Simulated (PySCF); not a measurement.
Cl5W, quartet, at a GFN2-xTB geometry of the parent state (such geometries of metal compounds can be far from the true shape) (another spin typed on purpose, not shown lowest) (core potentials on W); DF-HF/def2-SV(P) (PySCF).

Here is a job for PySCF.
```python
from pyscf import gto, scf

mol = gto.Mole()
mol.atom = '''
    W    -0.000000    0.000000   -0.000000
    Cl    1.845527   -0.408177   -1.167973
    Cl    0.962335   -0.981487    1.863601
    Cl   -0.962335    0.981487   -1.863601
    Cl   -1.635958   -1.502506    0.053472
    Cl   -0.209570    1.910682    1.114501
'''
mol.basis = 'def2-sv(p)'
mol.ecp = {'W': 'def2-sv(p)'}
mol.charge = 0
mol.spin = 3
mol.verbose = 4
mol.build()

mf = scf.UHF(mol)
mf = mf.density_fit(auxbasis='def2-universal-jkfit')
mf.kernel()
```

### Question
What does PySCF print? Leave out banner, timings and long lists.

### Answer

```
PySCF version 2.14.0

[INPUT] verbose = 4
[INPUT] num. atoms = 6
[INPUT] num. electrons = 99
[INPUT] charge = 0
[INPUT] spin (= nelec alpha-beta = 2S) = 3
[INPUT] symmetry False subgroup None
[INPUT] Mole.unit = angstrom
[INPUT] Symbol           X                Y                Z      unit          X                Y                Z       unit  Magmom
[INPUT]  1 W      0.000000000000   0.000000000000   0.000000000000 AA    0.000000000000   0.000000000000   0.000000000000 Bohr   0.0
[INPUT]  2 Cl     1.845527000000  -0.408177000000  -1.167973000000 AA    3.487540585490  -0.771342740347  -2.207149090887 Bohr   0.0
[INPUT]  3 Cl     0.962335000000  -0.981487000000   1.863601000000 AA    1.818549590083  -1.854741624821   3.521695495466 Bohr   0.0
[INPUT]  4 Cl    -0.962335000000   0.981487000000  -1.863601000000 AA   -1.818549590083   1.854741624821  -3.521695495466 Bohr   0.0
[INPUT]  5 Cl    -1.635958000000  -1.502506000000   0.053472000000 AA   -3.091512571291  -2.839324840516   0.101047435333 Bohr   0.0
[INPUT]  6 Cl    -0.209570000000   1.910682000000   1.114501000000 AA   -0.396029903925   3.610665691136   2.106101655554 Bohr   0.0

nuclear repulsion = 716.987207455551
number of shells = 51
number of NR pGTOs = 230
number of NR cGTOs = 115
basis = def2-sv(p)
ecp = {'W': 'def2-sv(p)'}

******** <class 'pyscf.df.df_jk.DFUHF'> ********
method = DFUHF
initial guess = minao
damping factor = 0
level_shift factor = 0
DIIS = <class 'pyscf.scf.diis.CDIIS'>
diis_start_cycle = 1
diis_space = 8
diis_damp = 0
SCF conv_tol = 1e-09
SCF conv_tol_grad = None
SCF max_cycles = 50
direct_scf = False
number electrons alpha = 51  beta = 48
Set gradient conv threshold to 3.16228e-05
******** <class 'pyscf.df.df.DF'> ********
auxbasis = def2-universal-jkfit
init E= -2350.41413868668

cycle= 1 E= -2363.11973569891  delta_E= -12.7  |g|= 0.462  |ddm|= 5.47
cycle= 2 E= -2363.16903617108  delta_E= -0.0493  |g|= 0.227  |ddm|= 0.785
cycle= 3 E= -2363.19615370246  delta_E= -0.0271  |g|= 0.103  |ddm|= 0.321
cycle= 4 E= -2363.20263907918  delta_E= -0.00649  |g|= 0.019  |ddm|= 0.156
cycle= 5 E= -2363.20356363978  delta_E= -0.000925  |g|= 0.0114  |ddm|= 0.0573
cycle= 6 E= -2363.20388915138  delta_E= -0.000326  |g|= 0.00681  |ddm|= 0.0291
cycle= 7 E= -2363.20418768828  delta_E= -0.000299  |g|= 0.00387  |ddm|= 0.0394
cycle= 8 E= -2363.20429457146  delta_E= -0.000107  |g|= 0.00245  |ddm|= 0.0266
cycle= 9 E= -2363.20434256829  delta_E= -4.8e-05  |g|= 0.00231  |ddm|= 0.0149
cycle= 10 E= -2363.2043603835  delta_E= -1.78e-05  |g|= 0.00238  |ddm|= 0.00544
cycle= 11 E= -2363.20426999067  delta_E= 9.04e-05  |g|= 0.00198  |ddm|= 0.0313
cycle= 12 E= -2363.20418092407  delta_E= 8.91e-05  |g|= 0.00118  |ddm|= 0.0508
cycle= 13 E= -2363.20416633167  delta_E= 1.46e-05  |g|= 0.000725  |ddm|= 0.0225
cycle= 14 E= -2363.20416436753  delta_E= 1.96e-06  |g|= 0.000471  |ddm|= 0.0124
cycle= 15 E= -2363.20416528622  delta_E= -9.19e-07  |g|= 0.00036  |ddm|= 0.00408
cycle= 16 E= -2363.20416617418  delta_E= -8.88e-07  |g|= 0.000333  |ddm|= 0.00205
cycle= 17 E= -2363.20416713825  delta_E= -9.64e-07  |g|= 0.000353  |ddm|= 0.00209
cycle= 18 E= -2363.20416683195  delta_E= 3.06e-07  |g|= 0.000321  |ddm|= 0.000767
cycle= 19 E= -2363.20416748277  delta_E= -6.51e-07  |g|= 0.000261  |ddm|= 0.0031
cycle= 20 E= -2363.20416832459  delta_E= -8.42e-07  |g|= 0.000236  |ddm|= 0.0025
cycle= 21 E= -2363.20416918663  delta_E= -8.62e-07  |g|= 0.000215  |ddm|= 0.00265
cycle= 22 E= -2363.20417064015  delta_E= -1.45e-06  |g|= 0.000178  |ddm|= 0.0054
cycle= 23 E= -2363.20417189162  delta_E= -1.25e-06  |g|= 0.000133  |ddm|= 0.00655
cycle= 24 E= -2363.20417251129  delta_E= -6.2e-07  |g|= 0.000107  |ddm|= 0.0059
cycle= 25 E= -2363.20417257197  delta_E= -6.07e-08  |g|= 9.2e-05  |ddm|= 0.00198
cycle= 26 E= -2363.20417255276  delta_E= 1.92e-08  |g|= 9.51e-05  |ddm|= 0.00138
cycle= 27 E= -2363.2041725481  delta_E= 4.66e-09  |g|= 9.22e-05  |ddm|= 0.000161
cycle= 28 E= -2363.20417252691  delta_E= 2.12e-08  |g|= 9.44e-05  |ddm|= 0.000455
cycle= 29 E= -2363.20417253725  delta_E= -1.03e-08  |g|= 9.4e-05  |ddm|= 0.000195
cycle= 30 E= -2363.20417251285  delta_E= 2.44e-08  |g|= 9.39e-05  |ddm|= 0.000554
cycle= 31 E= -2363.20417248475  delta_E= 2.81e-08  |g|= 9.05e-05  |ddm|= 0.000909
cycle= 32 E= -2363.20417250305  delta_E= -1.83e-08  |g|= 9.09e-05  |ddm|= 0.000552
cycle= 33 E= -2363.20417250663  delta_E= -3.57e-09  |g|= 9.54e-05  |ddm|= 9.78e-05
cycle= 34 E= -2363.20417250602  delta_E= 6.04e-10  |g|= 9.9e-05  |ddm|= 0.000661
cycle= 35 E= -2363.20417250857  delta_E= -2.55e-09  |g|= 8.34e-05  |ddm|= 0.000823
cycle= 36 E= -2363.20417248841  delta_E= 2.02e-08  |g|= 8.52e-05  |ddm|= 0.000523
cycle= 37 E= -2363.20417247887  delta_E= 9.54e-09  |g|= 7.76e-05  |ddm|= 0.00081
cycle= 38 E= -2363.20417249641  delta_E= -1.75e-08  |g|= 7.59e-05  |ddm|= 0.000528
cycle= 39 E= -2363.20417250222  delta_E= -5.8e-09  |g|= 7.72e-05  |ddm|= 0.000131
cycle= 40 E= -2363.20417243005  delta_E= 7.22e-08  |g|= 7.24e-05  |ddm|= 0.00105
cycle= 41 E= -2363.20417236541  delta_E= 6.46e-08  |g|= 6.53e-05  |ddm|= 0.0011
cycle= 42 E= -2363.20417228666  delta_E= 7.87e-08  |g|= 5.25e-05  |ddm|= 0.00119
cycle= 43 E= -2363.20417230487  delta_E= -1.82e-08  |g|= 3.83e-05  |ddm|= 0.0016
cycle= 44 E= -2363.20417231935  delta_E= -1.45e-08  |g|= 2.63e-05  |ddm|= 0.000734
cycle= 45 E= -2363.20417232924  delta_E= -9.89e-09  |g|= 2.08e-05  |ddm|= 0.000792
cycle= 46 E= -2363.20417233663  delta_E= -7.39e-09  |g|= 1.6e-05  |ddm|= 0.000523
cycle= 47 E= -2363.20417233888  delta_E= -2.25e-09  |g|= 1.26e-05  |ddm|= 0.000332
cycle= 48 E= -2363.20417234054  delta_E= -1.66e-09  |g|= 1.1e-05  |ddm|= 0.000279
cycle= 49 E= -2363.2041723428  delta_E= -2.26e-09  |g|= 9.3e-06  |ddm|= 0.000204
cycle= 50 E= -2363.20417234354  delta_E= -7.35e-10  |g|= 8.71e-06  |ddm|= 7.8e-05
Extra cycle  E= -2363.20417234392  delta_E= -3.86e-10  |g|= 8.52e-06  |ddm|= 2.92e-05
converged SCF energy = -2363.20417234392  <S^2> = 3.7906744  2S+1 = 4.0202857
```
